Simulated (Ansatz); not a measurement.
Correlation energies of `[SiH3][NH2+][GaH3-]` by basis set

Z-matrix (Å, degrees):
```
Si
N 1 1.778
H 1 1.478 2 106.8
H 1 1.486 2 110.4 3 119.7
H 1 1.478 2 106.8 3 -120.5
Ga 2 2.180 1 113.0 3 60.5
H 2 1.015 1 113.3 3 -58.4
H 2 1.015 1 113.3 3 179.3
H 6 1.581 2 98.2 1 -59.6
H 6 1.581 2 98.2 1 60.3
H 6 1.580 2 97.7 1 -179.6
```

Charge 0, multiplicity 1. Correlated methods include outer-core shells of Ga, which these sets cover unevenly. Scalar relativity is left out up to krypton. Geometry: relaxed with PBE0-D4/def2-TZVP. Frozen core, restricted reference, the Gaussian-basis code of Ansatz.

```csv
basis,HF (Eh),MP2 corr.,CCSD corr.,(T),CCSD(T) total
def2-SVP,-2270.91450,-0.51776,-0.55848,-0.01483,-2271.48781
def2-TZVPP,-2271.33559,-0.60856,-0.65027,-0.02222,-2272.00808
def2-QZVPP,-2271.38840,-0.88154,–,–,–
```
